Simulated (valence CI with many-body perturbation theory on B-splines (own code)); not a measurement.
The numbers below are computed, except where a source is named.
# Ir XXXVII: what each term of the Hamiltonian does

Method: relativistic CI+MBPT: five valence electrons over a frozen Dirac-Fock core [Kr], a basis of 7 s, 7 p, 8 d, 6 f, 4 g, 1 h functions for each j, with the one-electron correlation potential Σ1 (screened to all orders), the two-electron term Σ2, the three-electron term Σ3, Breit, model QED; selected single and double excitations, second order for the rest (own B-spline code, finite nucleus).

The last digits are not significant, and no measured levels were compared; by estimate large intervals hold to a few tenths of a per cent, small ones and those within an open d or f shell to about a per cent. Only levels of the ground parity were solved; by the run's estimate the other parity begins above the list, which can be wrong where configurations are misplaced.

Each rung adds one term. CI alone is the Dirac-Coulomb CI over the frozen core; QED comes last and gives the full result, which names the levels. Energies are above (4d3/2^4 4d5/2) J=5/2 on the same rung, in cm⁻¹.

Levels are named by their leading jj configuration (3d3/2^4 stands for four electrons in 3d with j = 3/2), which in mixed levels can hold well under half, so a name can repeat and another be missing. Letters in brackets count levels of one name in rising energy.

```
                      Level  CI alone    + Σ1    + Σ2    + Σ3  + Breit    Full
(4d3/2^3 4d5/2^2) J=5/2 [a]    134091  134892  135915  136979   133729  134179
(4d3/2^3 4d5/2^2) J=7/2 [a]    177562  178375  177052  176842   173150  173592
(4d3/2^3 4d5/2^2) J=3/2 [a]    180182  180986  181131  180637   177617  178061
   (4d3/2^3 4d5/2^2) J=11/2    188562  189404  186495  186188   181412  181856
    (4d3/2^3 4d5/2^2) J=9/2    201645  202499  199767  199225   194990  195444
(4d3/2^3 4d5/2^2) J=5/2 [b]    209977  210842  209010  208281   204471  204937
    (4d3/2^3 4d5/2^2) J=1/2    216919  217807  217263  216346   212893  213375
(4d3/2^3 4d5/2^2) J=7/2 [b]    227811  228661  225492  223704   219905  220354
(4d3/2^3 4d5/2^2) J=3/2 [b]    273474  274397  274531  272689   269311  269811
(4d3/2^2 4d5/2^3) J=5/2 [a]    308052  309621  311257  311657   305310  306188
(4d3/2^2 4d5/2^3) J=7/2 [a]    337873  339511  338795  338633   331550  332451
   (4d3/2^2 4d5/2^3) J=11/2    346016  347681  345233  345082   337010  337912
(4d3/2^2 4d5/2^3) J=9/2 [a]    350220  351863  350071  349636   342027  342925
(4d3/2^2 4d5/2^3) J=1/2 [a]    357246  358901  358735  358126   351676  352586
   (4d3/2^2 4d5/2^3) J=13/2    368487  370179  366100  365452   356436  357341
(4d3/2^2 4d5/2^3) J=3/2 [a]    362322  363952  366518  365650   359132  360042
(4d3/2^2 4d5/2^3) J=5/2 [b]    369994  371643  370605  369577   362598  363501
(4d3/2^2 4d5/2^3) J=9/2 [b]    390003  391654  391601  390278   382787  383693
(4d3/2^2 4d5/2^3) J=7/2 [b]    399669  401346  398195  396416   388776  389682
```

How does the ionisation energy move along the ladder, and which term matters most?

CI alone 1598.7, + Σ1 1601.3, + Σ2 1604.7, + Σ3 1604.8, + Breit 1604.2, + QED 1604.3 eV. The largest step is Σ2, 3.4 eV. NIST lists 1603 ± 5 eV (theoretical).
